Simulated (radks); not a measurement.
Ionisation of the hafnium ion Hf2+, [Xe] 4f14 5d2, to [Xe] 4f14 5d1 as the strength of local exchange is varied. All-electron calculation, scalar-relativistic Kohn-Sham, Slater X-alpha exchange (alpha = 2/3 is LDA exchange), no correlation, spin-unpolarised, spherical densities, point nucleus. Program: a radial shooting solver on a logarithmic mesh with Libxc functionals.

alpha  E(Hf2+) (hartree)  exchange (hartree)  IE (eV)  -e of the level emptied (eV)  <r> of it (bohr)
0.594        -15029.2432           -258.5058   19.869                   14.953 (5d)             2.200
0.654        -15055.5019           -285.1604   20.614                   15.613 (5d)             2.155
0.667        -15061.1979           -290.9485   20.778                   15.759 (5d)             2.145
0.887        -15157.9469           -389.6040   23.706                   18.392 (5d)             1.999
0.899        -15163.2434           -395.0232   23.873                   18.545 (5d)             1.992
0.914        -15169.8668           -401.8028   24.084                   18.736 (5d)             1.983

NIST Atomic Spectra Database: 22.55 eV (theoretical). The Delta-SCF value meets it near alpha = 0.80. Spin polarisation and multiplet splitting are left out, so open shells lie too high by an amount that depends on their filling. Spin-orbit splitting is averaged out at the scalar-relativistic level.

Beside tabulated values, note that spin-unpolarised runs miss the spin-polarisation part of the exchange energy of open shells.
